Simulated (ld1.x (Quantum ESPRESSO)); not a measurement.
**As PAW: all-electron and pseudo phase curves**

As (Z = 33), PAW, made with ld1.x (Quantum ESPRESSO) 7.5 (revPBE, scalar-relativistic). Core [Ar], reference 3d10 4s2 4p1 (charge +2). Waves: 4s (bound): rcut 1.15, rcutus 1.40 bohr; 4s channel at -1.7 Ry: rcut 1.15, rcutus 1.40 bohr; 4p (bound): rcut 1.90, rcutus 2.20 bohr; 4p channel at -0.9 Ry: rcut 1.90, rcutus 2.20 bohr; 3d (bound): rcut 0.55, rcutus 0.65 bohr; 3d channel at -3.25 Ry: rcut 0.55, rcutus 0.65 bohr. Local part: all-electron potential smoothed inside 1.00 bohr (lloc = -2). Core correction: a·sin(br)/r model core inside 0.30 bohr. Augmentation charge: BESSEL, radius 0.60 bohr.

The phase is arctan(r·u′/u) with u = r·R(r), unwrapped; energies in Ry, scanned from -7 to 5 Ry. A pole is an energy at which the radial function vanishes at the test radius. The pseudo phase is shifted by a multiple of π to meet the all-electron one at the reference energy, and phase errors are pseudo minus all-electron; the curves can meet again beyond the range given. Levels narrower than the energy grid can be missing from the lists of poles. Where the grid stepped over a known ghost or core level, its pole and its step of π were put in at the level’s energy.

For each channel, where are the poles, and over which energies does the pseudopotential scatter like the atom?

| channel | radius (bohr) | reference energy (Ry) | poles, all-electron | poles, pseudo | unbroken range about the reference energy with phases within 0.05 rad | phase error 1 Ry above the reference energy (rad) |
| --- | --- | --- | --- | --- | --- | --- |
| s | 2.39 | -2.45 | -1.46 | -6.65, -1.46 | above -6.7 | -0.000 |
| p | 2.39 | -1.66 | -0.17 | -0.17 | below 2.6 | -0.000 |
| d | 2.39 | -4.55 | -4.53, 2.09 | -4.53, 2.09 | the whole range | +0.000 |

Note: ghost state, extra bound levels that the all-electron valence spectrum of the same l lacks: s at -90.5 eV. A true bound ghost makes a file unfit for plane-wave use.

Phases in the p channel:

```
E (Ry)  all-electron  pseudo
 -7.00         1.380   1.380
 -6.48         1.369   1.369
 -5.96         1.355   1.355
 -5.44         1.337   1.337
 -4.92         1.315   1.315
 -4.40         1.284   1.284
 -3.88         1.239   1.239
 -3.36         1.166   1.166
 -2.84         1.023   1.023
 -2.32         0.632   0.631
 -1.80        -0.523  -0.523
 -1.28        -1.231  -1.231
 -0.76        -1.453  -1.453
 -0.24        -1.559  -1.560
  0.28        -1.629  -1.629
  0.80        -1.686  -1.687
  1.32        -1.744  -1.746
  1.84        -1.813  -1.821
  2.36        -1.913  -1.940
  2.88        -2.095  -2.199
  3.40        -2.529  -3.030
  3.92        -3.474  -4.090
  4.44        -4.119  -4.435
  4.96        -4.367  -4.579
```
